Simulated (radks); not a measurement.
Values are calculated unless marked as measured or tabulated.
Spin polarisation of the 3d5 shell in neutral manganese. Start: [Ar] 3d(up 2.5, down 2.5) 4s2; electrons of 3d are moved from spin down to spin up, other shells keep equal spins. Level of theory: scalar-relativistic Kohn-Sham, PBE, spin-polarised, spherical densities, finite nucleus; Fermi nuclear charge, rms radius of each element as measured or else 0.836 A^(1/3) + 0.57 fm (a radial shooting solver on a logarithmic mesh with Libxc functionals).

moment (Bohr magnetons),E - E(0) (eV),e(3d up) (eV),e(3d down) (eV),4s down minus up (eV)
0,0.000,-6.771,-6.771,0.000
1,-0.223,-7.186,-6.296,0.200
2,-0.890,-7.540,-5.762,0.402
3,-2.000,-7.826,-5.166,0.610
4,-3.548,-8.034,-4.505,0.823
5,-5.525,-8.146,-3.772,1.045

At moment 5 the spin-polarisation energy is -5.525 eV and the 3d exchange splitting 4.375 eV, that is 0.875 eV per Bohr magneton; E = -I m^2/4 would give I = 0.884 eV.
